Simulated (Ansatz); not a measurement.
Basis-set extrapolation for `S[CH2][Al]([SH])[Cl]` (PBE0-D4/def2-TZVP geometry, frozen core, Ansatz 0.2.0). Multiplicity 1, RHF reference.

```csv
,def2-TZVPP,def2-QZVPP
HF,-1536.867085,-1536.910735
MP2 correlation,-0.791857,-0.860783
CCSD(T) correlation,-0.893745,not run
```

Energies in hartree. Use E(X) = E(∞) + A·exp(−7.88·√X) for Hartree–Fock and E(X) = E(∞) + B·X^(−2.97) for correlation, with X = 3 and 4, and add CCSD(T) minus MP2 of the smaller set to the MP2 limit.

**Question.** What is the CCSD(T) energy at the basis-set limit?

**Answer.** HF limit: -1536.910735 + (-0.043650) × 0.13774 = -1536.91675. MP2 limit: -0.860783 + (-0.068926) × 0.74074 = -0.91184. Higher-order term: -0.893745 − (-0.791857) = -0.10189. Total: -1537.93048 hartree, 4.62 eV below CCSD(T)/def2-TZVPP.
